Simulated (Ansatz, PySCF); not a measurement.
Gas-phase reaction R1 + R2 → P1 + P2, each structure at its B3LYP-D3(BJ)/def2-TZVP stationary point, reached from a drawn start (curvature not checked).
R1: Cl2MoO2 (SMILES [O]=[Mo](=[O])([Cl])[Cl]), charge 0, multiplicity 1.
P1: ClHMoO2 (SMILES [O]=[MoH](=[O])[Cl]), charge 0, multiplicity 1.
R2: H2 (SMILES [H][H]), charge 0, multiplicity 1.
P2, HCl (SMILES Cl) (charge 0, multiplicity 1):
```xyz
2

Cl     0.000     0.000     0.641
H      0.000     0.000    -0.641
```

P less R. No zero-point or thermal terms; no spin–orbit coupling.

Frozen-core correlation throughout. CBS(a, b) extrapolates the correlation energy as X⁻³ and adds the Hartree–Fock energy of set b.

Programs: Ansatz (Gaussian basis) for Hartree–Fock, density functionals and correlated methods; PySCF for the D3/D4 terms. Each number belongs to the level named beside it. Elements past Kr take the def2 small-core potentials, without spin–orbit coupling.

### Question
Estimate the reaction energy that CAM-B3LYP/def2-TZVPP returns for this input.

### Answer
105 kJ/mol

### Question
Estimate the reaction energy that r2SCAN-D3(BJ)/def2-TZVPP returns for this input.

### Answer
132 kJ/mol

### Question
Predict the reaction energy from CCSD(T)/CBS(def2-TZVPP, def2-QZVPP).

### Answer
116 kJ/mol

Ansatz is a quantum-chemistry and plane-wave program.
